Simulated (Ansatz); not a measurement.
C5H4N (SMILES [c]1cccnc1), doublet, geometry from GFN2-xTB. Base run: SVWN5/6-31G* (Ansatz, a first-principles code).

Ansatz was given this input:
Ansatz 0.2 input:
```yaml
crystal:
  periodic: [false, false, false]
  atoms:
    - {symbol: C, position_ang: [0.67023001, -1.21301268, 0.01660638]}
    - {symbol: C, position_ang: [-0.69813799, -1.21042624, 0.01090450]}
    - {symbol: C, position_ang: [-1.35138918, 0.02093919, -0.00584071]}
    - {symbol: C, position_ang: [-0.54991544, 1.15118291, -0.01540279]}
    - {symbol: N, position_ang: [0.76543740, 1.10803952, -0.00945833]}
    - {symbol: C, position_ang: [1.40217708, -0.05556826, 0.00644601]}
    - {symbol: H, position_ang: [-1.26564203, -2.13039141, 0.01903934]}
    - {symbol: H, position_ang: [-2.42934792, 0.09083587, -0.01110606]}
    - {symbol: H, position_ang: [-0.98188245, 2.14375647, -0.02850853]}
    - {symbol: H, position_ang: [2.48102376, -0.01916706, 0.01050327]}
basis:
  gaussian:
    orbitals: 6-31G*
hamiltonian:
  xc: {name: SVWN5}
magnetization: {spin_polarized: true, initial_magnetization: 1}
```

The base run was repeated with changes; each row names its change, and settings that it needs were set with it.

```tsv
change	ΔE vs base (mEh)
base	0.000
nuclear_model = gaussian	0.023
final_grid = 6, 12, 29	0.006
lower_state_search = full	0.000
point_charge = charge:-1.0 position_ang:2.114, -4.2248, -3.0236	-0.019
forces = on	0.000
fitting.mean_field = def2-universal-JKFIT	-0.076
lower_state_search = off	0.000
final_grid = 10, 20, 41	0.000
point_charge = charge:1.0 position_ang:0.1845, -5.672, 0.1957	-2.385
final_grid = 4, 8, 17	0.135
```
